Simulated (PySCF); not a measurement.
TiCl4, SMILES [Cl][Ti]([Cl])([Cl])[Cl], multiplicity 1.

The structure is a stationary point at PBE-D3(BJ)/def2-SVP. The multiplicity is an assumed one; no other spin state was optimised. The isomer is the one that the SMILES or the coordinates give; other isomers of the formula were not compared.

Computed with PBE-D3(BJ)/def2-SVP (PySCF 2.14.0).

Frequencies are harmonic and unscaled.

Modes within 1.5 cm⁻¹ of each other (mostly degenerate sets) share a row, with their intensities summed.

| mode | ν (cm⁻¹) | IR (km/mol) | moving atoms (share of kinetic energy) |
|---|---|---|---|
| 1–2 | 112 | 0.0 | Cl 100 % |
| 3–5 | 130 | 1.4 | Cl 80 %, Ti 20 % |
| 6 | 370 | 0.0 | Cl 100 % |
| 7–9 | 492 | 309.4 | Ti 55 %, Cl 45 % |
